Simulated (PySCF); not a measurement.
ClGeH3Mg, SMILES [Cl][Mg][GeH3].

Coordinates come from a B3LYP-D3(BJ)/def2-TZVP optimisation.

All values below come from TDA-B3LYP/def2-SVPD (PySCF).

Vertical excitations; the highest root listed may be one member of a degenerate set. Gas-phase values at a fixed geometry. State labels are in the subgroup Cs.

```tsv
state	symmetry	energy (eV)	λ (nm)	f	main pairs
S1	A'	5.49	226	0.569	HOMO→LUMO 93 %
S2	A'	5.53	224	0.082	HOMO→LUMO+2 (degenerate set)
S3	A"	5.53	224	0.082	HOMO→LUMO+1 (degenerate set)
S4	A"	5.91	210	0.070	HOMO−1→LUMO (degenerate set)
S5	A'	5.91	210	0.070	HOMO−2→LUMO (degenerate set)
S6	A"	6.30	197	0.000	HOMO−2→LUMO+1 50 %, HOMO−1→LUMO+2 50 %
S7	A'	6.31	197	0.000	HOMO−1→LUMO+1, HOMO−2→LUMO+2 (degenerate set)
S8	A"	6.31	197	0.000	HOMO−1→LUMO+2, HOMO−2→LUMO+1 (degenerate set)
S9	A'	6.63	187	0.067	HOMO−2→LUMO+2 38 %, HOMO−1→LUMO+1 38 %, HOMO−5→LUMO 15 %, HOMO→LUMO+3 7 %
S10	A"	6.81	182	0.036	HOMO−4→LUMO 92 %
T1	A'	4.36	284	0	HOMO→LUMO 98 %
T2	A'	4.66	266	0	HOMO→LUMO+2 (degenerate set)
T3	A"	4.66	266	0	HOMO→LUMO+1 (degenerate set)
T4	A"	5.66	219	0	HOMO−1→LUMO 98 %
```
Triplets are in the Tamm–Dancoff approximation.
